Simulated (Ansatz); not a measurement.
Geometry optimisation, UKS r2SCAN/def2-SVP in Ansatz 0.2.0.

The input (input.yaml):

```yaml
crystal:
  periodic: [false, false, false]
  atoms:
    - { symbol: Ge, position_ang: [0.031326, 0.053753, -0.248496] }
    - { symbol: H, position_ang: [-0.014286, -0.022961, 2.502376] }
    - { symbol: Cl, position_ang: [2.051433, -0.00766, -1.028456] }
    - { symbol: Cl, position_ang: [-1.031502, 1.772251, -1.029643] }
    - { symbol: F, position_ang: [-0.776408, -1.345746, -0.894048] }
    - { symbol: H, position_ang: [-0.003962, -0.009038, 3.220267] }
magnetization:
  spin_polarized: true
  initial_magnetization: 1
basis:
  gaussian: { orbitals: def2-SVP }
hamiltonian:
  xc: r2scan
relax:
  f_tol: 0.03
  max_steps: 50
```

Command:

```bash
$ ansatz run input.yaml --threads 4 --pin off --max-ram 5120MiB --backend cpu --events-out ev --progress --plain --runs-dir out
```

**Question.** Where does it end, and by what steps?

**Answer.** The forces met the threshold. After 6 steps the energy has fallen by 0.053 eV; H6 moved furthest, 0.42 Å.

```
step  energy less start (eV)  largest force component (eV/Å)  accepted
   0                  0.0000                           1.757       yes
   1                 -0.0460                           0.135       yes
   2                 -0.0474                           0.267       yes
   3                 -0.0520                           0.112       yes
   4                 -0.0526                           0.084       yes
   5                 -0.0531                           0.047       yes
   6                 -0.0532                           0.020       yes
```

```xyz
6
Properties=species:S:1:pos:R:3
Ge 0.035 0.060 -0.454
H -0.021 -0.035 2.884
Cl 2.054 0.006 -1.230
Cl -1.021 1.781 -1.231
F -0.774 -1.342 -1.089
H -0.016 -0.029 3.642
```

Whether the end is a true minimum wasn't checked by a vibrational analysis.

The run took 26 s on 4 threads of Arm Neoverse V1 (shared host), peak memory 0.21 GiB.
